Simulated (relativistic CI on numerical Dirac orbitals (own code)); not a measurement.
**What each ingredient does to the levels of Si7+**

Base calculation: Dirac-Coulomb-Breit CI, separate exchange-only KLI orbitals for each configuration, a model potential for QED, unscaled Slater integrals.

Configurations in the expansion (outside the closed core 1s2): 2s²2p³, 2s2p⁴, 2p⁵, 2s²2p²3s, 2s²2p²3p, 2p⁴3s, 2s²2p²3d, 2p⁴3p, 2p⁴3d, 2s2p³3s, 2s2p³3p, 2s²2p²4s, 2s2p³3d, 2s²2p²4p, 2s²2p²4d, 2s²2p²4f. Levels of other configurations are missing.

The lowest level and the first level of each name with at least 55 % of one term (blank where a level has no safe partner in the second run):

| Level | Base (cm⁻¹) | Shift (cm⁻¹) |
| --- | --- | --- |
| 2s²2p³ ⁴S°3/2 | 0 | 0 |
| 2s²2p³ ²D°3/2 | 73373 | -589 |
| 2s²2p³ ²D°5/2 | 73647 | -755 |
| 2s²2p³ ²P°1/2 | 107571 | +14347 |
| 2s²2p³ ²P°3/2 | 108121 | +14289 |
| 2s2p⁴ ⁴P5/2 | 313678 | -1370 |
| 2s2p⁴ ⁴P3/2 | 317242 | -1363 |
| 2s2p⁴ ⁴P1/2 | 319121 | -1354 |
| 2s2p⁴ ²D5/2 | 440175 | +1176 |
| 2s2p⁴ ²D3/2 | 440213 | +1177 |
| 2s2p⁴ ²S1/2 | 515011 | -974 |
| 2s2p⁴ ²P3/2 | 546152 | +2823 |
| 2s2p⁴ ²P1/2 | 550466 | +2797 |
| 2p⁵ ²P°3/2 | 842931 | -12770 |
| 2p⁵ ²P°1/2 | 848638 | -12642 |
| 2s²2p²3s ⁴P1/2 | 1426049 | +10034 |
| 2s²2p²3s ⁴P3/2 | 1428320 | +10047 |
| 2s²2p²3s ⁴P5/2 | 1431596 | +10146 |
| 2s²2p²3s ²P1/2 | 1447717 | +8173 |
| 2s²2p²3s ²P3/2 | 1451715 | +8259 |
| 2s²2p²3s ²D5/2 | 1487392 | +9285 |
| 2s²2p²3s ²D3/2 | 1487496 | +9277 |

At this charge configurations can still be misplaced by up to about 7 % of their energy.

**Question.** One thing was changed in a second run, which moved the levels as shown. Which?
A. QED terms removed
B. Breit term removed
C. one mean potential for all configurations
D. configuration mixing switched off

**Answer.** D. Configuration mixing switched off. Without mixing, levels that were pushed by configurations of the same parity and J return to their single-configuration places.
